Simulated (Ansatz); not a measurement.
The same path of AlH₇O₂Si (11 atoms, charge 0, multiplicity 1) was run 3 times with different band settings. Lost on the way: Al1–H2, O9–H11. Made: H2–H11.

All numbers below come from RKS r2SCAN/def2-SVP (Ansatz 0.2.0).

Relaxed end points:

```xyz
11
Properties=species:S:1:pos:R:3
Al -0.353 -0.133 0.283
H -0.677 -0.734 1.727
O 1.270 -0.402 -0.321
Si 2.395 -1.243 -1.178
H 1.765 -2.170 -2.169
H 3.282 -0.295 -1.923
H 3.263 -2.056 -0.269
H -1.488 0.061 -0.810
O 0.241 1.708 0.817
H 1.178 1.638 0.552
H 0.232 1.892 1.769
```

```xyz
11
Properties=species:S:1:pos:R:3
Al -0.092 0.632 -0.186
H -0.032 -0.613 1.842
O 1.236 -0.345 -0.617
Si 2.385 -1.380 -1.179
H 1.772 -2.461 -2.009
H 3.384 -0.649 -2.018
H 3.104 -2.021 -0.036
H -1.560 0.206 -0.533
O 0.134 2.190 0.461
H 0.969 2.618 0.662
H -0.192 0.089 2.091
```

Common settings: movable images 9; climbing image yes; optimiser quadratic models (default); start path through a guess of the saddle point; iteration limit 60; end points relaxed.

| run | spring | force threshold |
| --- | --- | --- |
| 1 | 5.0 eV/Å² | 0.05 eV/Å |
| 2 | 5.0 eV/Å² | 0.2 eV/Å |
| 3 | 50.0 eV/Å² | 0.05 eV/Å |

Question: What does each run give, and how far can it be trusted?

Answer: Run 1: converged after 20 iterations, highest image 0.600 eV above the first end. A vibrational analysis at the climbing image gives one clearly imaginary mode, 1071i cm⁻¹: a first-order saddle point.
Run 2: converged after 13 iterations, highest image 0.602 eV above the first end. The threshold of 0.2 eV/Å is loose, so the images may lie well off the minimum-energy path. Another band between the same ends (9 images) ends at a top of the same energy, where a vibrational analysis finds 1 clearly imaginary mode.
Run 3: converged after 21 iterations, highest image 0.601 eV above the first end. Another band between the same ends (9 images) ends at a top of the same energy, where a vibrational analysis finds 1 clearly imaginary mode.
The orbitals stay closed-shell, which can raise the energy where a bond breaks towards radicals; this wasn't checked here.
